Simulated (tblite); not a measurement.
Parent: `[CH2:1]=[CH:2][CH2:3][n:4]1[n:5][cH:6][c:7]([S:8][CH3:9])[n:10]1` with C1–C2–C3–N4 -127°, C2–C3–N4–N5 -78°, C6–C7–S8–C9 179°, C6H9N3S.

The geometries are computed with GFN2-xTB (gas phase). One conformer each, not checked by frequencies here.

```json
{"coordinate of the parent": "C1=C2", "value": "1.318 Å"}
{"coordinate of the parent": "C2–C3", "value": "1.502 Å"}
{"coordinate of the parent": "C3–N4", "value": "1.436 Å"}
{"coordinate of the parent": "N4–N5", "value": "1.309 Å"}
{"coordinate of the parent": "N5–C6", "value": "1.321 Å"}
{"coordinate of the parent": "C6–C7", "value": "1.405 Å"}
{"coordinate of the parent": "C7–S8", "value": "1.738 Å"}
{"coordinate of the parent": "S8–C9", "value": "1.815 Å"}
{"coordinate of the parent": "C7–N10", "value": "1.330 Å"}
{"coordinate of the parent": "N4–N10", "value": "1.316 Å"}
{"coordinate of the parent": "C1–C2–C3", "value": "124.1°"}
{"coordinate of the parent": "C2–C3–N4", "value": "110.7°"}
{"coordinate of the parent": "C3–N4–N5", "value": "122.8°"}
{"coordinate of the parent": "C3–N4–N10", "value": "122.2°"}
{"coordinate of the parent": "N5–N4–N10", "value": "115.0°"}
{"coordinate of the parent": "N4–N5–C6", "value": "105.2°"}
{"coordinate of the parent": "N5–C6–C7", "value": "107.6°"}
{"coordinate of the parent": "C6–C7–S8", "value": "128.3°"}
{"coordinate of the parent": "C6–C7–N10", "value": "107.9°"}
{"coordinate of the parent": "S8–C7–N10", "value": "123.8°"}
{"coordinate of the parent": "C7–S8–C9", "value": "99.2°"}
{"coordinate of the parent": "N4–N10–C7", "value": "104.3°"}
```

Question: How does the shared frame change in `[CH2:1]=[CH:2][CH2:3][n:4]1[n:5][c:6]([Cl:7])[c:8]([S:9][CH3:10])[n:11]1` with C1–C2–C3–N4 126°, C2–C3–N4–N5 78°, C6–C8–S9–C10 180°, C6H8ClN3S? Atoms pair as C1 = C1, C2 = C2, C3 = C3, N4 = N4, N5 = N5, C6 = C6, C7 = C8, S8 = S9, C9 = C10, N10 = N11 (parent first).

Answer: 
```tsv
parent	relative	value in the relative	change
C1=C2	C1=C2	1.318 Å	0.000
C2–C3	C2–C3	1.503 Å	+0.001
C3–N4	C3–N4	1.437 Å	+0.001
N4–N5	N4–N5	1.311 Å	+0.002
N5–C6	N5–C6	1.325 Å	+0.004
C6–C7	C6–C8	1.412 Å	+0.007
C7–S8	C8–S9	1.733 Å	-0.005
S8–C9	S9–C10	1.815 Å	0.000
C7–N10	C8–N11	1.329 Å	-0.001
N4–N10	N4–N11	1.316 Å	0.000
C1–C2–C3	C1–C2–C3	124.0°	-0.1
C2–C3–N4	C2–C3–N4	110.7°	0.0
C3–N4–N5	C3–N4–N5	122.6°	-0.2
C3–N4–N10	C3–N4–N11	122.4°	+0.2
N5–N4–N10	N5–N4–N11	115.0°	0.0
N4–N5–C6	N4–N5–C6	104.8°	-0.4
N5–C6–C7	N5–C6–C8	108.0°	+0.4
C6–C7–S8	C6–C8–S9	128.4°	+0.1
C6–C7–N10	C6–C8–N11	107.2°	-0.7
S8–C7–N10	S9–C8–N11	124.5°	+0.7
C7–S8–C9	C8–S9–C10	98.8°	-0.4
N4–N10–C7	N4–N11–C8	105.0°	+0.7
```

Of the parent's bonds, C6–C7 changes most (+0.007 Å). Bonds of the relative outside the shared frame: C6–Cl7 1.692 Å. Point group C1 → C1.

Question: How does the shared frame change in `[CH2:1]=[CH:2][n:3]1[n:4][cH:5][c:6]([S:7][CH3:8])[n:9]1` with C1–C2–N3–N4 180°, C5–C6–S7–C8 180°, C5H7N3S? Atoms pair as C2 = C1, C3 = C2, N4 = N3, N5 = N4, C6 = C5, C7 = C6, S8 = S7, C9 = C8, N10 = N9 (parent first).

Answer: 
```tsv
parent	relative	value in the relative	change
C2–C3	C1=C2	1.325 Å	-0.177
C3–N4	C2–N3	1.382 Å	-0.054
N4–N5	N3–N4	1.319 Å	+0.010
N5–C6	N4–C5	1.315 Å	-0.006
C6–C7	C5–C6	1.413 Å	+0.008
C7–S8	C6–S7	1.734 Å	-0.004
S8–C9	S7–C8	1.814 Å	-0.001
C7–N10	C6–N9	1.325 Å	-0.005
N4–N10	N3–N9	1.325 Å	+0.009
C2–C3–N4	C1–C2–N3	123.2°	+12.5
C3–N4–N5	C2–N3–N4	121.9°	-0.9
C3–N4–N10	C2–N3–N9	123.7°	+1.5
N5–N4–N10	N4–N3–N9	114.4°	-0.6
N4–N5–C6	N3–N4–C5	105.3°	+0.1
N5–C6–C7	N4–C5–C6	107.7°	+0.1
C6–C7–S8	C5–C6–S7	128.0°	-0.3
C6–C7–N10	C5–C6–N9	108.1°	+0.2
S8–C7–N10	S7–C6–N9	123.9°	+0.1
C7–S8–C9	C6–S7–C8	99.2°	0.0
N4–N10–C7	N3–N9–C6	104.5°	+0.2
```

Of the parent's bonds, C2–C3 changes most (-0.177 Å). Point group C1 → Cs.

Question: How does the shared frame change in `[CH2:1]=[CH:2][CH2:3][n:4]1[n:5][c:6]([F:7])[c:8]([S:9][CH3:10])[n:11]1` with C1–C2–C3–N4 126°, C2–C3–N4–N5 78°, C6–C8–S9–C10 -179°, C6H8FN3S? Atoms pair as C1 = C1, C2 = C2, C3 = C3, N4 = N4, N5 = N5, C6 = C6, C7 = C8, S8 = S9, C9 = C10, N10 = N11 (parent first).

Answer: 
| parent | relative | value in the relative | change |
| --- | --- | --- | --- |
| C1=C2 | C1=C2 | 1.318 Å | 0.000 |
| C2–C3 | C2–C3 | 1.503 Å | +0.001 |
| C3–N4 | C3–N4 | 1.436 Å | 0.000 |
| N4–N5 | N4–N5 | 1.312 Å | +0.003 |
| N5–C6 | N5–C6 | 1.319 Å | -0.002 |
| C6–C7 | C6–C8 | 1.409 Å | +0.004 |
| C7–S8 | C8–S9 | 1.736 Å | -0.002 |
| S8–C9 | S9–C10 | 1.814 Å | -0.001 |
| C7–N10 | C8–N11 | 1.331 Å | +0.001 |
| N4–N10 | N4–N11 | 1.315 Å | -0.001 |
| C1–C2–C3 | C1–C2–C3 | 124.0° | -0.1 |
| C2–C3–N4 | C2–C3–N4 | 110.7° | 0.0 |
| C3–N4–N5 | C3–N4–N5 | 122.5° | -0.3 |
| C3–N4–N10 | C3–N4–N11 | 122.4° | +0.2 |
| N5–N4–N10 | N5–N4–N11 | 115.0° | 0.0 |
| N4–N5–C6 | N4–N5–C6 | 104.3° | -0.9 |
| N5–C6–C7 | N5–C6–C8 | 109.0° | +1.4 |
| C6–C7–S8 | C6–C8–S9 | 129.1° | +0.8 |
| C6–C7–N10 | C6–C8–N11 | 106.4° | -1.5 |
| S8–C7–N10 | S9–C8–N11 | 124.4° | +0.6 |
| C7–S8–C9 | C8–S9–C10 | 98.7° | -0.5 |
| N4–N10–C7 | N4–N11–C8 | 105.3° | +1.0 |

Of the parent's bonds, N4–N5 and C6–C7 change most and about equally (+0.003 to +0.004 Å). Bonds of the relative outside the shared frame: C6–F7 1.323 Å. Point group C1 → C1.

Question: How does the shared frame change in `[CH3:1][CH2:2][n:3]1[n:4][cH:5][c:6]([S:7][CH3:8])[n:9]1` with C1–C2–N3–N4 -88°, C5–C6–S7–C8 180°, C5H9N3S? Atoms pair as C2 = C1, C3 = C2, N4 = N3, N5 = N4, C6 = C5, C7 = C6, S8 = S7, C9 = C8, N10 = N9 (parent first).

Answer: 
```tsv
parent	relative	value in the relative	change
C2–C3	C1–C2	1.526 Å	+0.024
C3–N4	C2–N3	1.434 Å	-0.002
N4–N5	N3–N4	1.309 Å	0.000
N5–C6	N4–C5	1.321 Å	0.000
C6–C7	C5–C6	1.405 Å	0.000
C7–S8	C6–S7	1.738 Å	0.000
S8–C9	S7–C8	1.814 Å	-0.001
C7–N10	C6–N9	1.330 Å	0.000
N4–N10	N3–N9	1.317 Å	+0.001
C2–C3–N4	C1–C2–N3	111.1°	+0.4
C3–N4–N5	C2–N3–N4	122.6°	-0.2
C3–N4–N10	C2–N3–N9	122.4°	+0.2
N5–N4–N10	N4–N3–N9	114.9°	-0.1
N4–N5–C6	N3–N4–C5	105.2°	0.0
N5–C6–C7	N4–C5–C6	107.6°	0.0
C6–C7–S8	C5–C6–S7	128.2°	-0.1
C6–C7–N10	C5–C6–N9	107.9°	0.0
S8–C7–N10	S7–C6–N9	123.8°	0.0
C7–S8–C9	C6–S7–C8	99.1°	-0.1
N4–N10–C7	N3–N9–C6	104.4°	+0.1
```

Of the parent's bonds, C2–C3 changes most (+0.024 Å). Point group C1 → C1.
